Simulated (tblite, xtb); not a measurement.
CH$_{3}$ (SMILES [CH3-]), charge -1, singlet, at a GFN2-xTB geometry. Base run: GFN1-xTB in xtb 6.7.1.

Input for xtb:
```
$ xtb mol.xyz --gfn 1 --chrg -1 --json

# file mol.xyz
4

C      0.09443537     0.09844229     0.10070566
H     -0.62720871    -0.62142525     0.62463322
H      0.66399153    -0.60849894    -0.59880803
H     -0.60339501     0.63927042    -0.63005917
```

Programs used: tblite, xtb; a row that names a program was run with it.

The base run was repeated with changes; each row names its change, and settings that it needs were set with it.

```
change                                                         ΔE vs base (mEh)  HOMO-LUMO gap (eV)  G_solv (kcal/mol)  SCF cycles
-------------------------------------------------------------  ----------------  ------------------  -----------------  ----------
base                                                                      0.000                6.54                  -           7
program = tblite; method = gfn1; option = (--efield, 0,0,0.1)             1.056                   -                  -           -
gbsa = water                                                             -114.9                6.83             -72.35           9
program = tblite; method = gfn1; option = --grad                          0.000                   -                  -           -
gbsa = toluene                                                          -98.783                6.62             -62.00           8
etemp = 3000                                                              0.000                6.54                  -           7
```

ALPB and GBSA are two models with their own fitted parameters for each solvent, which aren't always the measured dielectric constant.
